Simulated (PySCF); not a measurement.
# Interval between two levels of Ag³⁺ by level of theory

Ag³⁺ [Kr] 4d8 [3F4, M_J = 4] → Ag³⁺ [Kr] 4d7 5p1 [5G6, M_J = 6], as a difference of total energies. Computed with PySCF 2.14 in x2c-TZVPall-2c (8s9p7d1f, 77 functions), with the two-component X2C-1e Hamiltonian. Correlated levels: [Ar] 3d10 frozen; the 6 highest virtual spinors dropped. "Screened" scales the spin-orbit matrix elements by Boettger's factors to mimic the two-electron term; Breit and QED terms are absent.

```json
{"method": "GHF (spin-free)", "interval between two levels (cm⁻¹)": "159130"}
{"method": "GMP2 (spin-free)", "interval between two levels (cm⁻¹)": "162530"}
{"method": "GHF (screened spin-orbit)", "interval between two levels (cm⁻¹)": "159990"}
{"method": "GMP2 (screened spin-orbit)", "interval between two levels (cm⁻¹)": "163440"}
```

The labels give the starting determinants; with spin-orbit coupling the two ends relaxed to ⟨J²⟩ = 20.01, ⟨L²⟩ = 12.08, ⟨S²⟩ = 2.00 and ⟨J²⟩ = 42.01, ⟨L²⟩ = 20.34, ⟨S²⟩ = 5.88.
